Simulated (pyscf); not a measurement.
## Cl–BH–CH₂–CH₂–Cl (SMILES ClBCCCl), singlet

Gas-phase minimum from PySCF at ωB97X-D3(BJ)/def2-SVP, one conformer. 

SMILES: ClBCCCl
```xyz
10

Cl     0.5141     0.5666     2.7449
B     -0.4238    -0.7674     2.1013
C     -0.9468    -0.7413     0.6202
C     -0.1907     0.1413    -0.3593
Cl     1.4702    -0.4867    -0.6035
H     -0.7064    -1.6522     2.8701
H     -1.0245    -1.7705     0.2320
H     -1.9948    -0.3833     0.7024
H     -0.6671     0.1691    -1.3486
H     -0.0893     1.1682     0.0170
```

Bond lengths (Å): Cl1–B2 1.753, B2–C3 1.571, B2–H6 1.206, C3–C4 1.520, C3–H7 1.103, C3–H8 1.111, C4–Cl5 1.792, C4–H9 1.098, C4–H10 1.098. Angles (°): Cl1–B2–C3 120.8, Cl1–B2–H6 116.7, C3–B2–H6 122.4, B2–C3–C4 116.9, B2–C3–H7 109.9, B2–C3–H8 104.5, C4–C3–H7 110.5, C4–C3–H8 109.3, H7–C3–H8 105.1, C3–C4–Cl5 110.2, C3–C4–H9 112.3, C3–C4–H10 111.6, Cl5–C4–H9 106.7, Cl5–C4–H10 106.8 (the first ones only).

Properties at ωB97X-D3(BJ)/def2-SVP:

- Harmonic wavenumbers, unscaled = 62, 107, 204, 303, 500, 586, 729, 763, 893, 910, 950, 1038, 1137, 1189, 1221, 1334, 1370, 1410, 1480, 2665, 3037, 3124, 3127, 3196 cm⁻¹
- Zero-point energy = 44.8 kcal/mol
- Rotational symmetry number = 1
- Entropy of this conformer at 298 K and 1 atm, rigid rotor and harmonic oscillator, modes under 100 cm⁻¹ raised to 100 = 335.8 J/(mol K)
- Dipole moment = 2.38 D

Single-point totals, which compare only within one level:

```csv
level,total energy (hartree)
ωB97X-D3(BJ)/def2-TZVP,-1024.65516
PBE/def2-TZVP,-1024.04035
r²SCAN/def2-TZVP,-1024.44405
B3LYP-D3(BJ)/def2-TZVP,-1024.62612
PBE0-D3(BJ)/def2-TZVP,-1024.14453
M06-2X/def2-TZVP,-1024.49442
ωB97M-D3(BJ)/def2-TZVP,-1024.70731
```

Soft torsions are taken as harmonic, which can shift the entropy by several J/(mol K).
